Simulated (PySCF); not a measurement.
This script is equivalent to a calculation on Ge (germanium, neutral).

```python
from pyscf import gto, scf, dft, mp, cc
import basis_set_exchange as bse
txt = bse.get_basis("aug-cc-pwCVTZ-PP", elements=["Ge"], fmt="nwchem", header=False)
cut = txt.index("\nECP")
mol = gto.M(atom="Ge 0 0 0", charge=0, spin=2, symmetry="D2h",
            basis=gto.basis.parse(txt[:cut]),
            ecp={"Ge": gto.basis.parse_ecp(txt[cut:])})
mf = dft.UKS(mol, xc="PBE")
mf.irrep_nelec = {'Ag': (4, 4), 'B1g': (1, 1), 'B2g': (1, 1), 'B3g': (1, 1), 'B1u': (2, 1), 'B2u': (2, 1), 'B3u': (1, 1)}
mf.kernel()
```

Task: What total energy does it give?

Result: -294.543 hartree (calculated).

Task: Which occupied shell lies highest, and where?

Result: 4p α, at -4.369 eV.

Task: What is ⟨S²⟩, and what would a pure spin state give?

Result: 2.002, against 2.00.

Energies and moments cover only the electrons outside the core potential.
